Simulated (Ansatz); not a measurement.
Input and output for C$_{2}$H$_{8}$OSi$_{2}$, SMILES `CC(=O)[SiH2][SiH3]`.

```yaml
crystal:
  periodic: [false, false, false]
  atoms:
    - {symbol: C, position_ang: [-1.918996, 0.259565, 0.425205]}
    - {symbol: C, position_ang: [-0.884874, 0.726796, -0.363667]}
    - {symbol: O, position_ang: [-1.049136, 1.101539, -1.397078]}
    - {symbol: Si, position_ang: [0.784143, 0.684671, 0.265655]}
    - {symbol: Si, position_ang: [1.696499, -1.128710, -0.450944]}
    - {symbol: H, position_ang: [-1.999912, 0.835404, 1.247329]}
    - {symbol: H, position_ang: [-1.710532, -0.671726, 0.747447]}
    - {symbol: H, position_ang: [-2.782659, 0.264806, -0.085378]}
    - {symbol: H, position_ang: [0.788291, 0.689351, 1.637143]}
    - {symbol: H, position_ang: [1.436228, 1.789731, -0.201790]}
    - {symbol: H, position_ang: [1.695592, -1.144070, -1.817694]}
    - {symbol: H, position_ang: [0.980804, -2.203241, 0.005843]}
    - {symbol: H, position_ang: [2.983320, -1.236039, 0.001638]}
basis:
  gaussian: {orbitals: def2-TZVPP}
magnetization: {spin_polarized: true, initial_magnetization: 2}
hamiltonian: {xc: {name: r2SCANh}}
accuracy: high
```

```sh
$ ansatz run in.yaml --threads 4 --pin off --events-out ev --progress --plain --max-ram 10444MiB
```

Output, abridged:

```
Functional definition: r2SCANh
5061 factors; integrals over basis functions are off by at most 2.8e-8 eV
mean field evaluation 1: about -19986.9590 eV, gradient 5.0e1 eV
mean field evaluation 2: about -19945.6791 eV, gradient 9.6e1 eV
mean field evaluation 4: about -19997.8315 eV, gradient 1.3e1 eV
mean field evaluation 8: about -19998.5108 eV, gradient 7.3e-1 eV
mean field evaluation 16: about -19998.6119 eV, gradient 6.1e-3 eV
mean field evaluation 32: about -19998.6119 eV, gradient 3.8e-8 eV
mean field -19998.61192576 eV, -734.9354327256 hartree, gradient 3.8e-8 eV, S^2 2.010226; 0 other end points of the search recorded, 0 dependent functions left out
reference -19998.61192930 eV, -734.9354328556 hartree; 29, 27 occupied and 260, 262 virtual orbitals, 5061 factors
Total energy: -19998.61192930 eV, -734.9354328556 hartree
```

Hardware: 4 threads of an Arm Neoverse V2 on a shared host. Wall time 38 s, peak host memory 3.1 GiB.
